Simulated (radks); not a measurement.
Values are calculated unless marked as measured or tabulated.
Q: The scandium ion Sc4+, 17 electrons, occupied as [Ne] 3s2 3p(up 3, down 2). Level of theory: non-relativistic Kohn-Sham, BLYP, spin-polarised, spherical densities, point nucleus (a radial shooting solver on a logarithmic mesh with Libxc functionals). Some entries of the table are withheld. Estimate them.

orbital,occ.,eigenvalue (hartree),<1/r> (bohr^-1),<r> (bohr)
1s up,1,-162.7906,20.53,0.07360
1s down,1,-162.7771,20.53,0.07359
2s up,1,-19.32770,(1),0.3459
2s down,1,-19.31685,(2),0.3459
2p up,3,-16.33503,4.187,0.3082
2p down,3,-16.31908,4.186,0.3082
3s up,1,-3.87649,(3),1.037
3s down,1,-3.81720,(4),1.039
3p up,3,-3.08319,1.253,1.089
3p down,2,-3.02642,1.249,1.094

A: 
(1) 2s up <1/r> (bohr^-1): 4.252
(2) 2s down <1/r> (bohr^-1): 4.251
(3) 3s up <1/r> (bohr^-1): 1.353
(4) 3s down <1/r> (bohr^-1): 1.350
